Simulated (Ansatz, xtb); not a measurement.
## C5H5ClOS: 5 structures ranked

5 gas-phase structures of C5H5ClOS, from a drawn sample of its isomers (lower ones may exist). Each was relaxed with GFN2-xTB; where two conformers were screened, the lower at r2SCAN-D4/def2-SVP//GFN2-xTB is listed:

A. `CCC(=O)C(Cl)=C=S`, a singlet
B. `S=C1C=C(Cl)CCO1`, a singlet
C. `COc1csc(Cl)c1`, a singlet
D. `COc1cscc1Cl`, a singlet
E. `OCc1csc(Cl)c1`, a singlet

Question: Which do you expect lowest at r2SCAN-D4/def2-SVP//GFN2-xTB, and how would the others follow?

Answer: Calculated order at r2SCAN-D4/def2-SVP//GFN2-xTB: B (0.000), E (0.144), D (0.229), C (0.283), A (0.690) eV. CCSD(T)/def2-SVP + ΔMP2/def2-TZVPP after further relaxation puts E lowest instead.

Energies above the lowest of each column, in eV; the last columns are at r2SCAN-D4/def2-SVP geometries (a dash: not run or not comparable):

| structure | GFN2-xTB | HF/STO-3G | r2SCAN-D4/def2-SVP//GFN2-xTB | r2SCAN-D4/def2-SVP | CCSD(T)/def2-SVP + ΔMP2/def2-TZVPP |
| --- | --- | --- | --- | --- | --- |
| B | 0.000 | 0.433 | 0.000 | 0.000 | 0.229 |
| E | 0.310 | 0.275 | 0.144 | 0.078 | 0.000 |
| D | 0.109 | 0.000 | 0.229 | 0.232 | 0.271 |
| C | 0.171 | 0.029 | 0.283 | 0.288 | 0.340 |
| A | 1.218 | 1.686 | 0.690 | 0.675 | – |

CCSD(T)/def2-SVP + ΔMP2/def2-TZVPP puts E lowest of those it was run on; GFN2-xTB picks B, HF/STO-3G picks D, r2SCAN-D4/def2-SVP//GFN2-xTB picks B, r2SCAN-D4/def2-SVP picks B. CCSD(T)/def2-SVP + ΔMP2/def2-TZVPP orders those it was run on as E (0.000), B (0.229), D (0.271), C (0.340) eV. Less than 1 kcal/mol parts B and D, so the order within that pair means little. Flexible structures stand in one conformer each, not always the lowest. Frequencies (GFN2-xTB) were run for B, C, D, E alone. The ΔMP2 step shifts differences by up to 0.240 eV, which makes them less sure. ΔMP2 is the change of the MP2 energy from the smaller to the larger basis.

Over these structures GFN2-xTB departs from r2SCAN-D4/def2-SVP//GFN2-xTB by 0.204 eV on average once a common shift is removed. A GFN2-xTB relaxation took about 0.082 s and the r2SCAN-D4/def2-SVP//GFN2-xTB energy about 2.1 s on a shared host (Ansatz 0.2.0, xtb 6.7.1).
